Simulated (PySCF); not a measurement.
# What a mistake does to a calculation on Al2BCH7

These are calculations, not measurements. They come from PySCF 2.14.0, an open-source quantum chemistry program, on an isolated molecule that a program drew, which may never have been made. The molecule is Al2BCH7 (charge 0, singlet), drawn as the SMILES string `[CH3][AlH][BH][AlH2]`.

Each row is a Hartree-Fock (HF) and frozen-core CCSD(T) single point in the cc-pV(D+d)Z basis, meant for a local HF minimum. Run 1 is clean. Each other run has one planted mistake out of seven kinds, and not every kind appears here: one electron removed, one electron added, multiplicity raised by two, geometry at a saddle point, minimal basis STO-3G, one bond length entered in bohr, all coordinates scaled. The reference is restricted for singlets and unrestricted otherwise, and also for a bond in bohr. Adding or removing an electron swaps singlet and doublet. Electrons count all cores. HOMO and LUMO are orbital energies over both spins, the gradient is its largest component, and the lowest frequency (negative if imaginary) is given only where the gradient is small. Bond lengths are over the 10 bonds as drawn. T1 is the CCSD diagnostic: over 0.02 (restricted) or 0.045 (unrestricted) a single reference is doubtful.

Geometry of the clean run:
```xyz
11
Al2BCH7, angstrom
C    -0.4093    0.3405   -0.5187
Al    1.4536   -0.2703   -0.2955
B     2.0063   -1.9308    0.9417
Al    2.5273   -1.9912    3.0138
H    -1.1449   -0.2755    0.0074
H    -0.5194    1.3708   -0.1565
H    -0.6859    0.3575   -1.5801
H     2.5970    0.5348   -1.0586
H     2.0313   -3.0046    0.3790
H     1.4132   -2.1887    4.1298
H     4.0311   -1.8078    3.4919
```

| run | electrons | basis functions | <S^2> | HOMO (eV) | LUMO (eV) | gradient (hartree/bohr) | lowest frequency (cm^-1) | mean bond (Å) | longest bond (Å) | T1 | HF (hartree) | CCSD(T) (hartree) | mistake |
|---|---|---|---|---|---|---|---|---|---|---|---|---|---|
| 1 | 44 | 109 | 0.000 | -9.14 | 1.06 | 3.0e-06 | 49 | 1.5526 | 2.143 | 0.0124 | -550.40651 | -550.83831 | no fault |
| 2 | 44 | 109 | 0.929 | -7.88 | 0.65 | 1.6e-02 | - | 1.7428 | 4.039 | 0.0233 | -550.32031 | -550.72791 | one bond length entered in bohr |
| 3 | 44 | 35 | 0.000 | -6.32 | 7.44 | 4.3e-02 | - | 1.5526 | 2.143 | 0.0085 | -543.82223 | -544.02457 | minimal basis STO-3G |
| 4 | 44 | 109 | 2.036 | -7.52 | -0.45 | 1.6e-02 | - | 1.5526 | 2.143 | 0.0153 | -550.34619 | -550.77039 | ? |
| 5 | 45 | 109 | 0.761 | -1.13 | 5.44 | 3.7e-02 | - | 1.5526 | 2.143 | 0.0144 | -550.40369 | -550.85863 | ? |

**Which mistake was planted in run 4, and what did it cost?**

Electrons, basis and geometry are unchanged, and <S^2> is 2.036, beside S(S+1) = 2.00 for a multiplicity of 3. So the mistake is: multiplicity raised by two. Subtracting run 1 and multiplying by 627.51 kcal/mol a hartree, the energy moved by 37.9 kcal/mol in HF and 42.6 kcal/mol in CCSD(T).

**Which mistake was planted in run 5, and what did it cost?**

It counts 45 electrons, one more than the clean run, at the same geometry and basis. So the mistake is: one electron added. Subtracting run 1 and multiplying by 627.51 kcal/mol a hartree, the energy moved by 1.8 kcal/mol in HF and -12.8 kcal/mol in CCSD(T).

